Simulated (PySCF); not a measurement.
# Spin states and ions at one geometry of [TaO2Cl2]−

PySCF 2.14.0, RKS BP86, Ta def2-SVP with ECP60, O def2-SVP, Cl def2-SVP; non-relativistic Hamiltonian with scalar-relativistic core potentials where named; density fitting; no spin-orbit coupling; singlets restricted, open shells unrestricted. The geometry is relaxed for charge -1, singlet, vacuum:

```xyz
5

Ta    0.0000    0.0000    0.1611
O     1.0043    1.0043    1.2226
O    -1.0043   -1.0043    1.2226
Cl    1.4215   -1.4215   -1.1640
Cl   -1.4215    1.4215   -1.1640
```

Energies count from the relaxed state; an electron taken off or put on is at rest in vacuum. Charges and spins are Mulliken's.

```json
{"state": "charge -1, singlet, vacuum", "energy (eV)": "0.00", "spin squared": "0.00", "charge on Ta1 (e)": "0.55", "spin on Ta1 (e)": "0.00", "dipole about the centre of mass (D)": "2.06"}
{"state": "charge -1, triplet, vacuum", "energy (eV)": "4.55", "spin squared": "2.01", "charge on Ta1 (e)": "0.40", "spin on Ta1 (e)": "0.78", "dipole about the centre of mass (D)": "0.19"}
```

Problem. What does the state charge 0, doublet, vacuum give?

Solution. energy (eV) 4.92, spin squared 0.76, charge on Ta1 (e) 0.83, spin on Ta1 (e) -0.15, dipole about the centre of mass (D) 0.46.

With an electron taken off (doublet) the charges change, summed by element, by Ta +0.27 e, O +0.40 e, Cl +0.33 e. The vertical ionisation energy is 4.92 eV, against −ε(HOMO) = 1.58 eV of the relaxed state. The level lies 3.3 eV too high, as is usual for semilocal functionals and global hybrids, which keep a self-interaction error.

Open shells may have lower solutions than those found. Hard to converge, so the more doubtful: charge -1, triplet, vacuum; charge 0, doublet, vacuum.
